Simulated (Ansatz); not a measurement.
ClH4N2OTa, SMILES `[NH2][Ta]([NH2])(=[O])[Cl]`, relaxed with RKS PBE0-D4/def2-TZVP in Ansatz from a PBE-D4/def2-SVP geometry. The force threshold is 0.005 eV/Å; the program also tests the step.

Total charge 0; spin multiplicity 1. Ta: def2 effective core potential.

Start:

```xyz
9

N     1.071   -0.120    1.325
Ta    0.159   -0.485   -0.400
N    -1.234    0.873   -0.794
O     1.370   -0.288   -1.626
Cl   -0.779   -2.647   -0.395
H     0.606   -0.050    2.237
H     2.065    0.105    1.432
H    -1.220    1.522   -1.588
H    -2.037    1.090   -0.192
```

Task: How much energy does the relaxation release, and in how many steps? (Best estimate.)

Result: The calculation gave: 1.09 kcal/mol, in 7 steps.

Task: Which bonds change most? (An estimate is asked.)

Result: Ansatz gave: Ta2–Cl5 from 2.356 to 2.332 Å; Ta2–O4 from 1.734 to 1.713 Å; N3–H9 from 1.026 to 1.010 Å; N1–H6 from 1.026 to 1.010 Å.

Task: Give the relaxed structure. (An estimate is asked.)

Result: The calculation gave: 
```xyz
9

N     1.063   -0.119    1.324
Ta    0.162   -0.469   -0.396
N    -1.232    0.871   -0.787
O     1.356   -0.287   -1.611
Cl   -0.766   -2.609   -0.391
H     0.609   -0.054    2.223
H     2.046    0.089    1.416
H    -1.213    1.495   -1.580
H    -2.026    1.083   -0.199
```
